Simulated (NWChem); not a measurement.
Species: C2H8OSi; SMILES C[SiH2]CO

```xyz
12

C      0.9822     1.5830     0.1354
Si    -0.6161     0.6448    -0.1570
C     -0.4204    -1.1551     0.4147
O      0.6934    -1.6972    -0.2595
H      0.9424     2.5990    -0.2854
H      1.2005     1.6643     1.2115
H      1.8115     1.0381    -0.3411
H     -0.9723     0.6609    -1.6104
H     -1.7540     1.2519     0.6085
H     -0.2945    -1.1656     1.5180
H     -1.3589    -1.7080     0.2041
H      0.8078    -2.6116     0.0176
```
Atoms are numbered in this order, from 1.

Results from NWChem. Pople sets run with spherical d functions. Coordinates come from a PBE0/def2-SVP optimisation. GIAO values for the isolated, static molecule; σ is the absolute isotropic shielding, δ = σ(reference) − σ with the isolated reference molecule computed at the same levels (13C: tetramethylsilane, 1H: tetramethylsilane, 17O: water, 29Si: tetramethylsilane).

| level | δ C1 (ppm) | δ Si2 (ppm) | δ C3 (ppm) | δ O4 (ppm) | δ H5 (rotor mean) (ppm) | δ H9 (ppm) | δ H11 (ppm) |
|---|---|---|---|---|---|---|---|
| LDA (Slater exchange, VWN5)/pcSseg-1 | -12.2 | -43.8 | 58.0 | 9.9 | 0.30 | 4.27 | 4.01 |
| B3LYP/6-31G* | -7.8 | -20.4 | 50.8 | 0.1 | 0.25 | 4.11 | 3.52 |
| B3LYP/6-311G** | -9.5 | -38.3 | 54.8 | 12.4 | 0.30 | 4.12 | 3.72 |
